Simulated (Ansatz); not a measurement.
ClH2InO, SMILES `[OH][InH][Cl]`. Charge 0, multiplicity 1. In: def2 effective core potential.

Cartesian coordinates in Å:
```
O 1.020 -0.372 -1.050
In -0.234 0.535 0.165
Cl -1.263 -1.031 1.555
H 1.032 -1.322 -0.903
H -0.555 2.190 0.234
```

(1) List the harmonic frequencies (cm⁻¹, unscaled) at PBE0-D4/def2-TZVP in Ansatz. (Best estimate.)

(2) Is this a minimum?

(3) Give the ideal-gas thermochemistry at 298.15 K and 1 bar (rigid rotor, harmonic oscillator; point group Cs, symmetry number 1).

Answers

(1) The calculation gave: 121, 342, 349, 432, 439, 622, 832, 1926, 3881.

(2) Yes, all 9 modes are real.

(3) Zero-point energy 53.5 kJ/mol; H(298) − E = 69.2 kJ/mol; entropy 314.0 J/(mol·K), of which translation 172.8, rotation 108.9, vibration 32.4; G(298) − E = -24.4 kJ/mol.
